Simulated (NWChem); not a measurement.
# TiHSOCl; SMILES [OH][Ti](=[S])[Cl]

```xyz
5

Ti     0.2840     0.1088    -0.2215
S     -1.0637     1.6206     0.0761
Cl    -0.3800    -1.9816     0.0984
O      1.9613     0.5815     0.0766
H      2.3634     1.4150     0.3459
```
Atoms are numbered in this order, from 1.

Program: NWChem. All runs use the structure optimised with PBE0/def2-SVP. B3LYP is NWChem's, with the RPA form of VWN correlation. Static field.

| level | isotropic polarisability (bohr³) | anisotropy (bohr³) |
|---|---|---|
| PBE/def2-SVPD | 77.0 | 42.0 |
| B3LYP/def2-SVPD | ? | ? |
| Hartree-Fock/def2-SVPD | 68.0 | 33.1 |

Q: What belongs in the gaps?

A: 
- B3LYP/def2-SVPD, isotropic polarisability (bohr³): 74.9
- B3LYP/def2-SVPD, anisotropy (bohr³): 40.5
